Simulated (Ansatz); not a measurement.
Ansatz (a first-principles code) input:
A basis named .json is the Basis Set Exchange file of that set.

Ansatz 0.2 input:
```yaml
crystal:
  periodic: [false, false, false]
  atoms:
    - {symbol: Si, position_ang: [-0.17545553, 0.05598671, 0.04557156]}
    - {symbol: F, position_ang: [-0.33574762, -0.82939764, 1.34452217]}
    - {symbol: N, position_ang: [1.62081074, -0.46279875, -0.30247024]}
    - {symbol: N, position_ang: [-0.05782668, 1.71496153, 0.16418238]}
    - {symbol: N, position_ang: [-1.14929677, -0.50586296, -1.17921486]}
    - {symbol: H, position_ang: [2.26044420, -0.22730289, 0.45973894]}
    - {symbol: H, position_ang: [1.98047058, -0.02312923, -1.15123111]}
    - {symbol: H, position_ang: [0.59910978, 2.20399456, 0.75426392]}
    - {symbol: H, position_ang: [-0.85476341, 2.29779063, -0.05048269]}
    - {symbol: H, position_ang: [-1.37553622, 0.02166692, -2.00796858]}
    - {symbol: H, position_ang: [-1.70775276, -1.34136587, -1.08696373]}
    - {symbol: H, position_ang: [1.68032283, -1.47498811, -0.43353893]}
basis:
  gaussian:
    orbitals: aug-cc-pV_D+d_Z.json
total_charge: 1
magnetization: {spin_polarized: false}
correlation: {method: ccsd_t, electrons: outside_noble_gas}
output: {forces: true}
```

**Question.** Predict the final energy.

**Answer.** -556.71191 Eh (CCSD(T)/aug-cc-pV(D+d)Z). The basis has 187 functions. The run takes about 22 core-minutes (a rough figure).

It need not be the lowest isomer of its formula.
